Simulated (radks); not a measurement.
Results of a calculation; reference values are marked as such.
Excited configurations of Ce: one electron is placed in a higher orbital outside [Xe] 4f1 5d2. The ground configuration is [Xe] 4f1 5d1 6s2. Code: a radial shooting solver on a logarithmic mesh with Libxc functionals. Model: Dirac Kohn-Sham, PBE, spin-unpolarised, spherical densities, finite nucleus; open shells are shared between the two j in proportion to 2j + 1; Fermi nuclear charge, rms radius 4.8771 fm. Excitation = E - E(ground); binding = E(ion) - E, where the ion is the core of charge +1; n* = 1/sqrt(2 binding) in atomic units, and the quantum defect is n - n*. Eigenvalue and <r> are those of j = l + 1/2.

outer orbital  excitation (eV)  binding (eV)     n*  <r> (bohr)
5f                       5.316         0.924  3.838       16.97
6s                       0.895         5.346  1.595       4.543
6p                       3.077         3.163  2.074       6.282
6d                       4.779         1.461  3.052       11.81
6f                       5.595         0.645  4.593       28.65
7s                       4.223         2.017  2.597       10.79
7p                       4.729         1.511  3.001       13.74
7d                       5.330         0.910  3.867       21.73
7f                       5.770         0.470  5.381       42.79

The Delta-SCF ionisation energy is 6.240 eV (NIST Atomic Spectra Database: 5.539 eV, measured). Self-interaction in the functional shifts the binding energies and quantum defects, so they are the method's values and not measured ones. Spin polarisation and multiplet splitting are left out, so open shells lie too high by an amount that depends on their filling. Sharing an open shell by 2j + 1 raises it above the true ground level by a part of the spin-orbit splitting, which enters the differences from NIST.

Beside tabulated values, note that spin-unpolarised runs miss the spin-polarisation part of the exchange energy of open shells.
